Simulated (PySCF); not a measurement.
A run for PySCF: D3(BJ) and D4 dispersion corrections on CH5F2N (a complex).

```python
from pyscf import gto
from pyscf.dispersion import dftd3, dftd4

mol = gto.M(
    atom='''
    N    -0.00899791   -0.09882619   -0.11896574
    H    -1.02158851   -0.08224058   -0.17192577
    H     0.31877598    0.83279346   -0.34891244
    H     0.32127543   -0.72331527   -0.84607353
    F    -1.04526284   -0.46922664    3.61032876
    C     0.27746495   -0.36392727    3.27586727
    F     0.72685780    0.85499955    3.70433899
    H     0.36792515   -0.41298923    2.19000686
    H     0.82764419   -1.13871956    3.81328317
    ''',
    basis='def2-svp',
    charge=0, spin=0, verbose=0, max_memory=1800)
d3, d4 = {}, {}
for xc in ['hf', 'pbe', 'blyp', 'revpbe', 'tpss', 'r2scan', 'b3lyp', 'pbe0', 'bhlyp', 'camb3lyp', 'b2plyp']:
    d3[xc] = float(dftd3.DFTD3Dispersion(mol, xc=xc, version='d3bj', atm=False).get_dispersion()['energy'])
    print(f'D3(BJ) {xc:10s} {d3[xc]:14.8f} Eh')
for xc in ['hf', 'pbe', 'blyp', 'revpbe', 'tpss', 'r2scan', 'b3lyp', 'pbe0', 'bhlyp', 'camb3lyp', 'b2plyp']:
    d4[xc] = float(dftd4.DFTD4Dispersion(mol, xc={'camb3lyp': 'cam-b3lyp'}.get(xc, xc), atm=True).get_dispersion()['energy'])
    print(f'D4     {xc:10s} {d4[xc]:14.8f} Eh')
```

Output:

```
D3(BJ) hf            -0.02691749 Eh
D3(BJ) pbe           -0.00306465 Eh
D3(BJ) blyp          -0.00602470 Eh
D3(BJ) revpbe        -0.00806090 Eh
D3(BJ) tpss          -0.00370062 Eh
D3(BJ) r2scan        -0.00090789 Eh
D3(BJ) b3lyp         -0.00487875 Eh
D3(BJ) pbe0          -0.00254113 Eh
D3(BJ) bhlyp         -0.00359741 Eh
D3(BJ) camb3lyp      -0.00214461 Eh
D3(BJ) b2plyp        -0.00213131 Eh
D4     hf            -0.01020047 Eh
D4     pbe           -0.00266116 Eh
D4     blyp          -0.00582898 Eh
D4     revpbe        -0.00968573 Eh
D4     tpss          -0.00356913 Eh
D4     r2scan        -0.00077451 Eh
D4     b3lyp         -0.00411815 Eh
D4     pbe0          -0.00225273 Eh
D4     bhlyp         -0.00273519 Eh
D4     camb3lyp      -0.00223503 Eh
D4     b2plyp        -0.00187106 Eh
```

The run finished.

Cost: around 0.04 core-seconds (rough).
